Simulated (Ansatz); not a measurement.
`[SiH3]C[SiH2][SbH2]` and `[SiH3]C[SiH2][TeH]` differ in one atom or group.

Ansatz, PBE0-D4/def2-TZVP geometries, multiplicity 1. Each molecule was computed in one conformer, which needn't be the lowest.

Elements past krypton have def2 core potentials.  Spin–orbit coupling is left out; it splits and shifts lone-pair levels of the heavy atoms by tenths of an eV.

| property | `[SiH3]C[SiH2][SbH2]` |
| --- | --- |
| HOMO energy (ωB97M-V/def2-TZVPP) / eV | -9.05 |
| size of the dipole moment (B3LYP/def2-TZVPP) / D | 1.16 |
| size of the dipole moment (ωB97M-V/def2-TZVPP) / D | 1.17 |
| HOMO energy (PBE/def2-TZVPP) / eV | -6.12 |
| HOMO–LUMO gap (PBE/def2-TZVPP) / eV | 4.95 |
| LUMO energy (PBE0/def2-TZVPP) / eV | -0.41 |

Give the same properties after the change, and the shifts. (Estimate.)

The calculation gave: 
```
                                          property  `[SiH3]C[SiH2][TeH]`  shift
             HOMO energy (ωB97M-V/def2-TZVPP) / eV                 -8.56   0.49
  size of the dipole moment (B3LYP/def2-TZVPP) / D                  1.34   0.18
size of the dipole moment (ωB97M-V/def2-TZVPP) / D                  1.43   0.26
                 HOMO energy (PBE/def2-TZVPP) / eV                 -5.46   0.66
               HOMO–LUMO gap (PBE/def2-TZVPP) / eV                  4.09  -0.86
                LUMO energy (PBE0/def2-TZVPP) / eV                 -0.56  -0.15
```

With PBE0 the HOMO rises by 0.59 eV and the LUMO falls by 0.15 eV, so the gap narrows by about 0.74 eV. PBE moves the HOMO by 0.66 eV and ωB97M-V by 0.49 eV. Dipoles are sizes alone; their direction can turn.

Positive LUMOs are unbound, so they and the gaps depend on the basis.

B3LYP here is the variant with VWN-RPA as its local correlation; programs differ in this.
